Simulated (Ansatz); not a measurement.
Ansatz (a quantum-chemistry and plane-wave program) input (HF/3-21G): The .json file is the Basis Set Exchange's 3-21G.

Ansatz 0.2 input:
```yaml
crystal:
  periodic: [false, false, false]
  atoms:
    - {symbol: Cd, position_ang: [-0.26633380, -0.16190581, -0.22006533]}
    - {symbol: C, position_ang: [1.33870600, 0.81380690, 1.10614117]}
    - {symbol: H, position_ang: [1.87712483, 0.03613626, 1.63574330]}
    - {symbol: H, position_ang: [0.85425774, 1.47746537, 1.81325657]}
    - {symbol: H, position_ang: [2.02040368, 1.37503594, 0.47728895]}
basis:
  gaussian:
    orbitals: 3-21G.json
hamiltonian:
  xc: {name: HF}
magnetization: {spin_polarized: true, initial_magnetization: 1}
phonons: {temperatures: {t_min: 298.15, t_max: 298.15, t_step: 100}}
```

Task: Which harmonic wavenumbers does it give?

Result: 375, 654, 654, 1214, 1631, 1631, 3179, 3268, 3268 cm⁻¹ (unscaled; negative means imaginary).
